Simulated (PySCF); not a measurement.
Screening by computed properties: pick the candidate that meets the target.

Species are written as SMILES; each is one conformer at its optimised geometry, gas phase (atoms past krypton carry core potentials, spin–orbit coupling is left out); the electronic structure was computed with PySCF and density fitting.

Dipoles, sizes and rotational constants follow the conformer. The torsions of the flexible species, by atom-mapped SMILES:
- `[CH3:1][CH2:2][O:3][GaH:4][NH:5][CH3:6]`: C1–C2–O3–Ga4 -1°, C2–O3–Ga4–N5 180°, O3–Ga4–N5–C6 180°
- `[CH2:1]=[N:2][C:3](=[CH2:4])[C:5]#[N:6]`: C1–N2–C3–C4 180°

The conformers of `S=C=NC1CCCCC1` aren't listed.

(1) Wanted: static isotropic polarisability between 40 au and 70 au (wB97X-D/def2-SVPD) and dipole moment below 3.4 D (wB97X-D/def2-SVPD), at PBE0-D3(BJ)/def2-SVP geometries. Which candidate meets both?
A. `C=NC(=C)C#N` (C4H4N2)
B. `[NH](C)[GaH][O]CC` (C3H10GaNO)
C. `[C-]#[N+]S` (CHNS)
D. `[O]=[Mo](=[O])=[O]` (MoO3)
E. `N#CS` (CHNS)

(2) Wanted: smallest rotational constant above 6 GHz (PBE0-D3(BJ)/def2-SVP) and vertical ionisation energy above 10.4 eV (ΔSCF wB97X-D/def2-SVPD), at PBE0-D3(BJ)/def2-SVP geometries. Which candidate meets both?
A. `CC[O][GaH][NH]C` (C3H10GaNO)
B. `N(C(=C)C#N)=C` (C4H4N2)
C. `[C-]#[N+]S` (CHNS)
D. `N#CS` (CHNS)

(3) Wanted: lowest singlet excitation below 4 eV (TDDFT wB97X-D/def2-SVPD) and HOMO–LUMO gap below 10 eV (wB97X-D/def2-SVPD), at PBE0-D3(BJ)/def2-SVP geometries. Which candidate meets both?
A. `S=C=NC1CCCCC1` (C7H11NS)
B. `CC[O][GaH][NH]C` (C3H10GaNO)
C. `[C-]#[N+]S` (CHNS)
D. `C=NC(=C)C#N` (C4H4N2)
E. `[O]=[Mo](=[O])=[O]` (MoO3)
F. `N#CS` (CHNS)
G. `COB(Cl)Cl` (CH3BCl2O)

Results:

(1) A. Computed values:
```csv
species,static isotropic polarisability,dipole moment
N#CS (CHNS),36.4 au,3.53 D
[C-]#[N+]S (CHNS),38.2 au,3.21 D
[O]=[Mo](=[O])=[O] (MoO3),42.3 au,5.10 D
C=NC(=C)C#N (C4H4N2),62.8 au,2.33 D
[NH](C)[GaH][O]CC (C3H10GaNO),79.3 au,0.78 D
```

(2) C. Computed values:
```
                    species  smallest rotational constant  vertical ionisation energy
CC[O][GaH][NH]C (C3H10GaNO)                     0.999 GHz                     8.62 eV
     N(C(=C)C#N)=C (C4H4N2)                     2.181 GHz                    10.12 eV
                N#CS (CHNS)                     5.687 GHz                    10.93 eV
          [C-]#[N+]S (CHNS)                     6.199 GHz                    10.58 eV
```

(3) E. Computed values:
| species | lowest singlet excitation | HOMO–LUMO gap |
| --- | --- | --- |
| [O]=[Mo](=[O])=[O] (MoO3) | 2.93 eV | 8.20 eV |
| C=NC(=C)C#N (C4H4N2) | 4.52 eV | 9.43 eV |
| S=C=NC1CCCCC1 (C7H11NS) | 4.87 eV | 10.15 eV |
| [C-]#[N+]S (CHNS) | 5.07 eV | 10.54 eV |
| N#CS (CHNS) | 5.53 eV | 10.95 eV |
| CC[O][GaH][NH]C (C3H10GaNO) | 5.73 eV | 9.80 eV |
| COB(Cl)Cl (CH3BCl2O) | 7.18 eV | 12.38 eV |
